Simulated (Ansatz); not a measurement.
Species: N-[methyl(methylamino)boranyl]methanamine, C$_{3}$H$_{11}$BN$_{2}$, charge 0, multiplicity 1. 
Geometry from a B3LYP-D3(BJ)/def2-TZVP (Ansatz, an electronic-structure program) optimisation:
```
B
N 1 1.4192
H 2 1.0072 1 119.26
N 1 1.4205 2 119.19 3 0.00
H 4 1.0037 1 118.86 2 -180.00
C 2 1.4479 3 113.51 1 -180.00
H 6 1.0882 2 109.78 3 180.00
H 6 1.0953 7 107.52 2 122.10
H 6 1.0953 7 107.52 8 115.80
C 4 1.4487 5 115.07 1 180.00
H 10 1.0898 4 110.47 5 0.00
H 10 1.0962 11 107.31 4 -122.24
H 10 1.0962 11 107.31 12 -115.51
C 1 1.5854 2 121.48 3 -180.00
H 14 1.0923 1 112.13 2 -180.00
H 14 1.0939 15 107.12 1 123.04
H 14 1.0939 15 107.12 16 113.93
```
Charge 0, spin multiplicity 1.

Quantity: atomisation energy (electronic, to ground-state atoms), in kcal/mol. Cores are frozen in the correlated levels unless marked. UHF or UKS for open shells. Spin-orbit coupling is left out. Non-relativistic. The coupled-cluster limit lacks core correlation, which all-electron functionals hold. CBS(X,Y): correlation extrapolated as X^-3; Hartree-Fock from the larger set.

| level | program | atomisation energy (kcal/mol) | minus last row |
|---|---|---|---|
| HF/aug-cc-pVTZ | Ansatz | 1167.1 | -411.7 |
| HF/cc-pVTZ | Ansatz | 1166.4 | -412.4 |
| PBE-D3(BJ)/def2-TZVPD | Ansatz + dftd3 | 1616.0 | 37.2 |
| r2SCAN/def2-TZVPD | Ansatz | 1580.2 | 1.4 |
| B3LYP-D3(BJ)/def2-TZVPD | Ansatz + dftd3 | 1591.9 | 13.1 |
| PBE0/6-31G* | Ansatz | 1583.9 | 5.1 |
| r2SCAN0/def2-TZVPD | Ansatz | 1562.7 | -16.1 |
| wB97M-V/def2-TZVPD | Ansatz | 1588.8 | 10.0 |
| PBE-QIDH/def2-TZVPD | Ansatz | 1569.2 | -9.6 |
| MP2/aug-cc-pVDZ | Ansatz | 1493.7 | -85.1 |
| CCSD/6-31G | Ansatz | 1349.4 | -229.4 |
| CCSD/aug-cc-pVDZ | Ansatz | 1459.3 | -119.5 |
| CCSD(T)/6-31G* | Ansatz | 1432.6 | -146.2 |
| CCSD(T)/aug-cc-pVDZ | Ansatz | 1474.9 | -103.9 |
| CCSD(T)/CBS(cc-pVTZ,cc-pVQZ) | Ansatz | 1578.8 | 0.0 |
